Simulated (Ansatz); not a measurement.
One change: `[OH][InH][SH]` becomes `[OH][GaH][SH]`.

Ansatz, PBE0-D4/def2-TZVP geometries, multiplicity 1. Each molecule was computed in one conformer, which needn't be the lowest.

Elements past krypton have def2 core potentials. Scalar relativity is left out up to krypton.

```
                                          property  `[OH][InH][SH]`
               LUMO energy (B3LYP/def2-TZVPP) / eV            -1.50
                LUMO energy (PBE0/def2-TZVPP) / eV            -1.23
    size of the dipole moment (PBE/def2-TZVPP) / D             1.99
size of the dipole moment (ωB97M-V/def2-TZVPP) / D             2.25
               HOMO energy (B3LYP/def2-TZVPP) / eV            -7.25
           HOMO–LUMO gap (ωB97M-V/def2-TZVPP) / eV             9.92
```

Problem. Give the same properties after the change, and the shifts. (Estimate.)

Solution. Ansatz gave: 
| property | `[OH][GaH][SH]` | shift |
| --- | --- | --- |
| LUMO energy (B3LYP/def2-TZVPP) / eV | -1.13 | 0.37 |
| LUMO energy (PBE0/def2-TZVPP) / eV | -0.87 | 0.36 |
| size of the dipole moment (PBE/def2-TZVPP) / D | 1.64 | -0.35 |
| size of the dipole moment (ωB97M-V/def2-TZVPP) / D | 1.80 | -0.45 |
| HOMO energy (B3LYP/def2-TZVPP) / eV | -7.41 | -0.16 |
| HOMO–LUMO gap (ωB97M-V/def2-TZVPP) / eV | 10.69 | 0.77 |

With PBE0 the HOMO falls by 0.16 eV and the LUMO rises by 0.36 eV, so the gap widens by about 0.52 eV. PBE moves the HOMO by -0.15 eV and ωB97M-V by -0.16 eV. Dipoles are sizes alone; their direction can turn.

B3LYP here is the variant with VWN-RPA as its local correlation; programs differ in this.
